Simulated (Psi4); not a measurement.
C₆H₁₃O (SMILES CC(C)CC(C)[O]), doublet, at a GFN2-xTB geometry; HF/6-31G (Psi4).

Input for Psi4:
```
memory 2 GB

molecule mol {
0 2
C    -1.676106    0.985417   -1.070405
C    -1.190708    0.717858    0.351732
C    -1.648906   -0.638955    0.847419
C     0.330595    0.811997    0.481722
C     1.048160   -0.279682   -0.383761
C     2.554929   -0.183687   -0.041245
O     0.584762   -1.506404   -0.129870
H    -1.390882    0.168536   -1.727539
H    -1.251879    1.909640   -1.456741
H    -2.760224    1.072659   -1.087264
H    -1.601836    1.499609    1.007654
H    -0.884043   -1.358829    0.439826
H    -2.628038   -0.923431    0.474873
H    -1.615804   -0.720525    1.930517
H     0.612054    0.648056    1.523165
H     0.692186    1.790354    0.164542
H     0.911948    0.000861   -1.449138
H     2.916228    0.824924   -0.220943
H     2.716404   -0.455345    0.998460
H     3.098008   -0.882961   -0.671227
no_reorient
}

set {
  basis 6-31g
  reference uhf
}

energy('scf')
print_variables()
```

### Question
Predict the main parts of the log of this Psi4 run.

### Answer

```
   => Loading Basis Set <=

    Name: 6-31G
    Role: ORBITAL
    Keyword: BASIS

         ---------------------------------------------------------
                                   SCF
               by Justin Turney, Rob Parrish, Andy Simmonett
                          and Daniel G. A. Smith
                              UHF Reference
         ---------------------------------------------------------

  ==> Geometry <==

    Molecular point group: c1
    Full point group: C1

    Geometry (in Angstrom), charge = 0, multiplicity = 2:

       Center              X                  Y                   Z               Mass
    ------------   -----------------  -----------------  -----------------  -----------------
         C           -1.687714978585     1.020412388897    -1.071135902962    12.000000000000
         C           -1.202316978585     0.752853388897     0.351001097038    12.000000000000
         C           -1.660514978585    -0.603959611103     0.846688097038    12.000000000000
         C            0.318986021415     0.846992388897     0.480991097038    12.000000000000
         C            1.036551021415    -0.244686611103    -0.384491902962    12.000000000000
         C            2.543320021415    -0.148691611103    -0.041975902962    12.000000000000
         O            0.573153021415    -1.471408611103    -0.130600902962    15.994914619570
         H           -1.402490978585     0.203531388897    -1.728269902962     1.007825032230
         H           -1.263487978585     1.944635388897    -1.457471902962     1.007825032230
         H           -2.771832978585     1.107654388897    -1.087994902962     1.007825032230
         H           -1.613444978585     1.534604388897     1.006923097038     1.007825032230
         H           -0.895651978585    -1.323833611103     0.439095097038     1.007825032230
         H           -2.639646978585    -0.888435611103     0.474142097038     1.007825032230
         H           -1.627412978585    -0.685529611103     1.929786097038     1.007825032230
         H            0.600445021415     0.683051388897     1.522434097038     1.007825032230
         H            0.680577021415     1.825349388897     0.163811097038     1.007825032230
         H            0.900339021415     0.035856388897    -1.449868902962     1.007825032230
         H            2.904619021415     0.859919388897    -0.221673902962     1.007825032230
         H            2.704795021415    -0.420349611103     0.997729097038     1.007825032230
         H            3.086399021415    -0.847965611103    -0.671957902962     1.007825032230

  Running in c1 symmetry.

  Rotational constants: A =      0.14076  B =      0.05908  C =      0.05244 [cm^-1]
  Rotational constants: A =   4219.87930  B =   1771.14838  C =   1572.13195 [MHz]
  Nuclear repulsion =  332.498144190457140

  Charge       = 0
  Multiplicity = 2
  Electrons    = 57
  Nalpha       = 29
  Nbeta        = 28

  ==> Algorithm <==

  SCF Algorithm Type is DF.
  DIIS enabled.
  MOM disabled.
  Fractional occupation disabled.
  Guess Type is SAD.
  Energy threshold   = 1.00e-06
  Density threshold  = 1.00e-06
  Integral threshold = 1.00e-12

  ==> Primary Basis <==

  Basis Set: 6-31G
    Blend: 6-31G
    Number of shells: 61
    Number of basis functions: 89
    Number of Cartesian functions: 89
    Spherical Harmonics?: false
    Max angular momentum: 1

   => Loading Basis Set <=

    Name: (6-31G AUX)
    Role: JKFIT
    Keyword: DF_BASIS_SCF

  ==> Integral Setup <==

  SCF_SUBTYPE=INCORE selected. In-core MEM_DF algorithm will be used.
  Using in-core AOs.

  ==> MemDFJK: Density-Fitted J/K Matrices <==

    J tasked:                   Yes
    K tasked:                   Yes
    wK tasked:                   No
    Algorithm:                 Core
    Schwarz Cutoff:           1E-12
    Mask sparsity (%):       1.8937
    Fitting Condition:        1E-10

   => Auxiliary Basis Set <=

  Basis Set: (6-31G AUX)
    Blend: CC-PVDZ-JKFIT
    Number of shells: 285
    Number of basis functions: 892
    Number of Cartesian functions: 892
    Spherical Harmonics?: false
    Max angular momentum: 3

  Minimum eigenvalue in the overlap matrix is 4.2779742628E-03.
  Reciprocal condition number of the overlap matrix is 7.2661235411E-04.
    Using symmetric orthogonalization.

  ==> Pre-Iterations <==

  SCF Guess: Superposition of Atomic Densities via on-the-fly atomic UHF (no occupation information).

   -------------------------
    Irrep   Nso     Nmo
   -------------------------
     A         89      89
   -------------------------
    Total      89      89
   -------------------------

  ==> Iterations <==

                           Total Energy        Delta E     RMS |[F,P]|

   @DF-UHF iter SAD:  -308.52029120528920   -3.08520e+02   0.00000e+00
   @DF-UHF iter   1:  -309.19536381201863   -6.75073e-01   5.97827e-03 DIIS/ADIIS
   @DF-UHF iter   2:  -309.36740008887574   -1.72036e-01   3.88702e-03 DIIS/ADIIS
   @DF-UHF iter   3:  -309.42309016433472   -5.56901e-02   9.89193e-04 DIIS/ADIIS
   @DF-UHF iter   4:  -309.43964973837296   -1.65596e-02   6.53140e-04 DIIS/ADIIS
   @DF-UHF iter   5:  -309.44565245668036   -6.00272e-03   2.64933e-04 DIIS/ADIIS
   @DF-UHF iter   6:  -309.44719514900117   -1.54269e-03   8.32856e-05 DIIS
   @DF-UHF iter   7:  -309.44731915148793   -1.24002e-04   4.79323e-05 DIIS
   @DF-UHF iter   8:  -309.44736911030577   -4.99588e-05   3.44897e-05 DIIS
   @DF-UHF iter   9:  -309.44741421450135   -4.51042e-05   2.61278e-05 DIIS
   @DF-UHF iter  10:  -309.44744743623420   -3.32217e-05   2.31591e-05 DIIS
   @DF-UHF iter  11:  -309.44748518156217   -3.77453e-05   2.11745e-05 DIIS
   @DF-UHF iter  12:  -309.44753027069436   -4.50891e-05   1.92141e-05 DIIS
   @DF-UHF iter  13:  -309.44759991630463   -6.96456e-05   1.55626e-05 DIIS
   @DF-UHF iter  14:  -309.44767945865738   -7.95424e-05   1.02152e-05 DIIS
   @DF-UHF iter  15:  -309.44769682706237   -1.73684e-05   5.82328e-06 DIIS
   @DF-UHF iter  16:  -309.44770327966273   -6.45260e-06   2.67730e-06 DIIS
   @DF-UHF iter  17:  -309.44770385692522   -5.77262e-07   8.45562e-07 DIIS
  Energy and wave function converged.

  ==> Post-Iterations <==

   @Spin Contamination Metric:   1.171737085E-02
   @S^2 Expected:                7.500000000E-01
   @S^2 Observed:                7.617173709E-01
   @S   Expected:                5.000000000E-01
   @S   Observed:                5.000000000E-01

    Orbital Energies [Eh]
    ---------------------

    Alpha Occupied:

[...]
    Alpha Virtual:

[...]
    Beta Occupied:

[...]
      28A     -0.414997

    Beta Virtual:

[...]
      89A      2.188158

    Final Occupation by Irrep:
              A
    DOCC [    28 ]
    SOCC [     1 ]
    NA   [    29 ]
    NB   [    28 ]

  @DF-UHF Final Energy:  -309.44770385692522

   => Energetics <=

    Nuclear Repulsion Energy =            332.4981441904571398
    One-Electron Energy =               -1078.2830485522345043
    Two-Electron Energy =                 436.3372005048520919
    Total Energy =                       -309.4477038569252159

  UHF NO Occupations:
  HONO-2 :   27  A 1.9988931
  HONO-1 :   28  A 1.9969885
  HONO-0 :   29  A 1.0000000
  LUNO+0 :   30  A 0.0030115
  LUNO+1 :   31  A 0.0011069
  LUNO+2 :   32  A 0.0007454
  LUNO+3 :   33  A 0.0003491

Computation Completed

Properties will be evaluated at   0.000000,   0.000000,   0.000000 [a0]

Properties computed using the SCF density matrix

 Multipole Moments:

 ------------------------------------------------------------------------------------
     Multipole            Electronic (a.u.)      Nuclear  (a.u.)        Total (a.u.)
 ------------------------------------------------------------------------------------

 L = 1.  Multiply by 2.5417464519 to convert [e a0] to [Debye]
 Dipole X            :          1.5237076           -1.2504503            0.2732573
 Dipole Y            :         -2.9856649            3.7695145            0.7838496
 Dipole Z            :          0.0494579           -0.0787344           -0.0292765
 Magnitude           :                                                    0.8306304

 ------------------------------------------------------------------------------------

  Variable Map:
  ----------------------------------------------------------------------------
[...]
  Array Variable Map:
  ----------------------------------------------------------------------------
[...]
[...]
```
